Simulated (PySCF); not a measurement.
## Electron correlation in In⁺ (indium, charge +1)

[Kr] 4d10 5s2, closed-shell 1S. All numbers are calculated (PySCF 2.14, scalar relativity through the core potential, in aug-cc-pVTZ-PP with one added diffuse shell each of d, f type with ECP28MDF (6s5p5d3f, 67 functions)). Frozen: 4s2 4p6 4d10; 2 electrons correlated.

With two correlated electrons CCSD is exact within the correlated space (frozen core and kept virtual orbitals).

| level | correlation energy (mhartree) |
| --- | --- |
| CCSD | -32.71 |

Diagnostics: T1 = 0.0061, D1 = 0.0087, largest double amplitude 0.096.

Cost of the coupled-cluster step: roughly 0.9 core-seconds, for 2 correlated electrons.

Iterations:

```
CC2 = 0
CCSD nocc = 1, nmo = 58
frozen orbitals [0, 1, 2, 3, 4, 5, 6, 7, 8]
max_cycle = 100
direct = 0
conv_tol = 1e-08
conv_tol_normt = 1e-06
diis_space = 8
diis_start_cycle = 0
Init t2, MP2 energy = -189.042080222606  E_corr(MP2) -0.0233127449794807
Init E_corr(CCSD) = -0.0233127449948515
cycle = 1  E_corr(CCSD) = -0.0289714399334699  dE = -0.00565869494  norm(t1,t2) = 0.041839
cycle = 2  E_corr(CCSD) = -0.03108853861956  dE = -0.00211709869  norm(t1,t2) = 0.0183695
cycle = 3  E_corr(CCSD) = -0.0327304699608059  dE = -0.00164193134  norm(t1,t2) = 0.00832327
cycle = 4  E_corr(CCSD) = -0.0327113466251778  dE = 1.91233356e-05  norm(t1,t2) = 0.000301653
cycle = 5  E_corr(CCSD) = -0.0327138955218544  dE = -2.54889668e-06  norm(t1,t2) = 3.0557e-05
cycle = 6  E_corr(CCSD) = -0.0327126633495148  dE = 1.23217234e-06  norm(t1,t2) = 6.81151e-06
cycle = 7  E_corr(CCSD) = -0.032712610779969  dE = 5.25695458e-08  norm(t1,t2) = 1.1112e-06
cycle = 8  E_corr(CCSD) = -0.0327126651356861  dE = -5.4355717e-08  norm(t1,t2) = 2.5141e-07
cycle = 9  E_corr(CCSD) = -0.0327126598461291  dE = 5.28955695e-09  norm(t1,t2) = 4.8682e-08
CCSD converged
E(CCSD) = -189.0514801374723  E_corr = -0.03271265984612911
```
